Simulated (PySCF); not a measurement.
# Ionisation energy of La³⁹⁺ by level of theory

La³⁹⁺ [Ar] (1S) → La⁴⁰⁺ [Ne] 3s2 3p5 (2P), as a difference of total energies. Computed with PySCF 2.14 in an uncontracted even-tempered set (18 s from 7.3 bohr⁻², ratio 2.5; 12 p from 9.5 bohr⁻², ratio 2.5; 4 d from 42 bohr⁻², ratio 2.7; 4 f from 63 bohr⁻², ratio 2.7), with scalar relativity by spin-free X2C-1e. Correlated levels: outer shells: 1s2 frozen; virtual orbitals above 40 to 60 times the deepest correlated orbital energy dropped. The calculations carry no spin-orbit coupling.

| method | ionisation energy (eV) |
| --- | --- |
| UHF | 2982.9 |
| MP2 (outer shells) | 2983.9 |
| SCS-MP2 (outer shells) | 2983.8 |
| CCSD (outer shells) | 2983.8 |
| CCSD(T) (outer shells) | 2983.8 |

A first-order spin-orbit estimate (lowest level to lowest level, LS coupling) adds -31.811 eV.

Breit and QED terms and the two-electron picture change are absent.

For comparison: 2950 ± 4 eV (theoretical estimate listed by NIST; NIST Atomic Spectra Database, ionization energies).
